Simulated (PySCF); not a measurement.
A calculated (UHF, PySCF 2.14, x2c-SVPall, the spin-free X2C one-electron Hamiltonian (Gaussian nucleus)) atom or ion has these occupied shells.

```tsv
shell	electrons	orbital energy (eV)	rms radius, mean of both spins (bohr)
1s α	1	-29343.0	0.0333
1s β	1	-29342.9	0.0333
2s α	1	-4521.7	0.136
2s β	1	-4521.6	0.136
2p α	3	-4055.7	0.121
2p β	3	-4055.7	0.121
3s α	1	-912.39	0.361
3s β	1	-912.32	0.361
3p α	3	-755.77	0.362
3p β	3	-755.67	0.362
3d α	5	-513.81	0.341
3d β	5	-513.78	0.341
4s α	1	-160.15	0.872
4s β	1	-159.98	0.872
4p α	3	-110.30	0.948
4p β	3	-110.10	0.948
4d α	5	-35.559	1.19
4d β	5	-35.362	1.19
5s α	1	-15.588	2.65
5s β	1	-11.970	2.65
5p α	2	-7.220	3.40
```

Task: Name the element and its charge.

Result: Sn (tin, neutral), in [Kr] 4d10 5s2 5p2, high-spin 3P determinant.
